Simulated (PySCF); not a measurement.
A PySCF script (with the pyscf-properties extension) for the NMR shieldings of SMILES CC#[N+][BH2-][C@@H]1CCC[C@@H]1F, C7H13BFN, on a GFN2-xTB geometry:

```python
import basis_set_exchange as bse
import numpy as np
from pyscf import gto, dft
from pyscf.prop import nmr

atoms = """
C     3.518792    0.961465    0.402685
C     2.554375   -0.038699    0.070090
N     1.774312   -0.842385   -0.180290
B     0.682804   -1.800496   -0.406007
C    -0.738782   -0.984560   -0.247726
C    -0.995630    0.143413   -1.249561
C    -2.257882    0.818178   -0.710553
C    -2.111299    0.745636    0.817514
C    -1.020334   -0.302503    1.091174
F     0.107977    0.364891    1.578962
H     4.113869    0.626263    1.252002
H     2.995647    1.877894    0.676412
H     4.174398    1.154287   -0.446369
H     0.822920   -2.216254   -1.514059
H     0.815647   -2.641393    0.429065
H    -1.536256   -1.725005   -0.372457
H    -1.121393   -0.226064   -2.265857
H    -0.160681    0.847942   -1.239961
H    -3.136983    0.254592   -1.027988
H    -2.369542    1.843793   -1.062173
H    -1.786036    1.701937    1.228835
H    -3.048414    0.472479    1.300912
H    -1.282263   -1.008427    1.885429
"""
names = dict.fromkeys(["C", "N", "B", "F", "H"], "pcSseg-1")
basis = {el: gto.basis.parse(bse.get_basis(n, elements=[el], fmt="nwchem")) for el, n in names.items()}
mol = gto.M(atom=atoms, basis=basis, charge=0, verbose=0)
mf = dft.RKS(mol, xc="PBE0")
mf.grids.level = 2
mf.grids.alignment = dft.numint.BLKSIZE   # the property module wants whole blocks of grid points
mf.conv_tol = 1e-9
mf.kernel()

calc = nmr.RKS(mf)   # GIAO
C = mf.mo_coeff
Co = C[:, mf.mo_occ > 0]
resp = mf.gen_response(singlet=True, hermi=2)
def vind(x):   # induced exchange potential for any number of trial vectors
    d = np.einsum("pi,xij,qj->xpq", C, 2 * x.reshape(-1, C.shape[1], Co.shape[1]), Co, optimize=True)
    return np.einsum("xpq,pi,qj->xij", resp(d - d.transpose(0, 2, 1)), C, Co, optimize=True).ravel()
mo1, _ = nmr.rhf.solve_mo1(calc, with_cphf=vind)
sigma = calc.kernel(mo1)
for i, s in enumerate(sigma):   # ppm
    w = np.linalg.eigvalsh((s + s.T) / 2)
    print("%2d %-2s iso %8.1f  s11 %8.1f  s22 %8.1f  s33 %8.1f" % (i, mol.atom_pure_symbol(i), w.mean(), *w))
```

Task: Give the expected output.

Result: 
```
 0 C  iso    184.9  s11    176.2  s22    177.8  s33    200.8
 1 C  iso     70.3  s11    -23.5  s22    -17.2  s33    251.7
 2 N  iso     34.0  s11   -117.3  s22   -108.0  s33    327.4
 3 B  iso    134.9  s11    121.7  s22    136.0  s33    146.9
 4 C  iso    144.5  s11    131.5  s22    148.2  s33    153.7
 5 C  iso    153.5  s11    123.3  s22    165.1  s33    172.0
 6 C  iso    157.6  s11    132.2  s22    164.4  s33    176.2
 7 C  iso    147.8  s11    120.6  s22    148.3  s33    174.5
 8 C  iso     79.1  s11     36.3  s22     77.5  s33    123.4
 9 F  iso    377.4  s11    310.1  s22    374.1  s33    447.8
10 H  iso     29.4  s11     24.5  s22     27.0  s33     36.8
11 H  iso     29.3  s11     23.9  s22     28.8  s33     35.3
12 H  iso     29.5  s11     24.5  s22     27.0  s33     37.1
13 H  iso     29.7  s11     26.1  s22     29.4  s33     33.7
14 H  iso     29.3  s11     25.7  s22     29.1  s33     33.2
15 H  iso     31.1  s11     27.5  s22     28.8  s33     36.9
16 H  iso     30.1  s11     24.9  s22     28.3  s33     36.9
17 H  iso     30.2  s11     25.7  s22     29.9  s33     35.0
18 H  iso     30.3  s11     25.0  s22     28.1  s33     37.7
19 H  iso     29.8  s11     25.2  s22     27.1  s33     37.1
20 H  iso     29.8  s11     25.5  s22     28.5  s33     35.6
21 H  iso     29.5  s11     24.5  s22     27.9  s33     36.2
22 H  iso     26.3  s11     23.1  s22     25.9  s33     29.9
```

These numbers come from an equivalent density-fitted implementation of the same equations, which agrees with the script to about 0.01 ppm for H and up to a few tenths of a ppm for heavy atoms, so last digits may differ.

Size and cost of the density-fitted run: 235 basis functions, 98 s wall time on 1 thread of an Arm Neoverse N1, shared host; peak memory 1.1 GiB.
